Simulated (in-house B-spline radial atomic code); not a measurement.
Orbital energies and mean radii along the 9-electron series, configuration 1s2 2s2 2p1/2(2) 2p3/2(3). The effective charge is n√(-2ε), a non-relativistic measure. Computed with an all-electron radial atomic-structure program (B-spline basis): Dirac-Hartree-Fock, jj configuration that fills j = l - 1/2 first, finite nuclei.

```
  ion   Z  energy of 2s1/2 (Eh)  mean radius of 2s1/2 (bohr)  energy of 2p1/2 (Eh)  mean radius of 2p1/2 (bohr)  energy of 1s1/2 (Eh)  mean radius of 1s1/2 (bohr)  effective charge of 2s1/2
Tm60+  69               -554.82                     0.082401               -540.67                     0.068394              -2392.78                     0.019977                     66.623
Yb61+  70                     ?                            ?                     ?                            ?                     ?                            ?                          ?
Lu62+  71               -593.52                     0.079454               -578.75                     0.065825              -2549.56                     0.019289                     68.907
Hf63+  72                -613.5                     0.078037               -598.41                      0.06459               -2630.3                     0.018957                     70.057
Ta64+  73               -633.91                     0.076655               -618.49                     0.063386              -2712.61                     0.018633                     71.213
 W65+  74                     ?                            ?                     ?                            ?                     ?                            ?                          ?
Re66+  75               -676.05                     0.073994               -659.95                     0.061065              -2882.09                     0.018009                     73.542
Os67+  76               -697.78                     0.072711               -681.35                     0.059946              -2969.29                     0.017707                     74.715
Ir68+  77               -719.99                     0.071458               -703.21                     0.058852               -3058.2                     0.017412                     75.894
```

**Question.** Fill in the row of Yb61+.

**Answer.** energy of 2s1/2 (Eh): -573.97; mean radius of 2s1/2 (bohr): 0.080908; energy of 2p1/2 (Eh): -559.5; mean radius of 2p1/2 (bohr): 0.067093; energy of 1s1/2 (Eh): -2470.4; mean radius of 1s1/2 (bohr): 0.019629; effective charge of 2s1/2: 67.762.

**Question.** Fill in the row of W65+.

**Answer.** energy of 2s1/2 (Eh): -654.76; mean radius of 2s1/2 (bohr): 0.075308; energy of 2p1/2 (Eh): -639; mean radius of 2p1/2 (bohr): 0.062211; energy of 1s1/2 (Eh): -2796.53; mean radius of 1s1/2 (bohr): 0.018317; effective charge of 2s1/2: 72.374.

**Question.** How does the screening of 2s1/2 change?

**Answer.** Z less the effective charge goes from 2.38 at Z = 69 to 1.11 at Z = 77.
